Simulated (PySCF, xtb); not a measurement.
C4H9B, SMILES C=CBCC.

GFN2-xTB run with xtb at its own geometry gives an orbital gap of 3.66 eV and a dipole moment of 0.41 D.

The structure is a stationary point at PBE0-D3(BJ)/def2-SVP. The structure was generated by enumeration, and PubChem lists no compound with its InChIKey, so it may never have been made. One conformer was computed; it need not be the lowest.

Task: What does PySCF with M06-2X/def2-TZVP give? (The exact figures need the calculation; the answer reports its results.)

Result: gap 8.48 eV (levels -9.19 and -0.71 eV), dipole 0.69 D.
